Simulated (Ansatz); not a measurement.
Si(Cl)(F)2(SiH3) (ClF₂H₃Si₂), SMILES [Si]([SiH3])(F)(F)Cl.

The structure is a stationary point at PBE-D3(BJ)/def2-SVP.

Two levels are set side by side: PBE/def2-SVPD (Ansatz, a quantum-chemistry and plane-wave program) and CAM-B3LYP/def2-SVPD (Ansatz). Energy differences of separate SCF runs at the same geometry; the states with an electron removed or added have multiplicity 2 and 2. Differences are taken from unrounded values.

```tsv
quantity	CAM-B3LYP	PBE	PBE minus CAM-B3LYP
vertical ionisation energy (eV)	11.45	10.87	-0.58
vertical singlet–triplet gap (eV)	6.69	6.09	-0.61
```
